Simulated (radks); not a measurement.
Species: Li2+. Configuration: 6d1 (not the ground configuration).

Method: scalar-relativistic Kohn-Sham, PBEsol, spin-unpolarised, spherical densities, point nucleus; without spin polarisation the odd electron is poorly described; computed with a radial shooting solver on a logarithmic mesh with Libxc functionals.

Energy parts (Ry):
part                    energy
total                 -0.25963
kinetic                0.25613
electron-nucleus      -0.50566
Hartree                0.05356
exchange-correlation  -0.06365

Orbitals (lengths in bohr, moments of r in powers of bohr):
orbital  occ.  eigenvalue (Ry)  <r^2>
6d          1         -0.22523  313.0

The highest occupied level is 6d at -3.064 eV. Summed over all electrons, <r^2> = 313.0 bohr^2, which gives a Langevin (diamagnetic) susceptibility term of -248 x 10^-6 cm^3/mol.
